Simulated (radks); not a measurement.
Problem. Sr IV, 35 electrons, occupied as [Ar] 3d10 4s2 4p5 (the NIST ground configuration). Calculated with a radial shooting solver on a logarithmic mesh with Libxc functionals: Dirac Kohn-Sham, LDA (Slater exchange, Perdew-Wang correlation), spin-unpolarised, spherical densities, point nucleus; open shells are shared between the two j in proportion to 2j + 1.

Spin-orbit splittings of the eigenvalues, e(l+1/2) - e(l-1/2), with zeta = 2 splitting/(2l+1) and mean radii in bohr:

| shell | occ. | splitting (eV) | zeta (eV) | <r> j=l-1/2 | <r> j=l+1/2 |
|---|---|---|---|---|---|
| 2p | 6 | 68.29 | 45.53 | 0.1476 | 0.1517 |
| 3p | 6 | 10.50 | 7.002 | 0.4917 | 0.5022 |
| 3d | 10 | 1.837 | 0.7347 | 0.4956 | 0.4993 |
| 4p | 5 | ? | ? | 1.472 | 1.500 |

Estimate the 4p splitting.

Solution. 1.314 eV (zeta = 0.8763 eV).
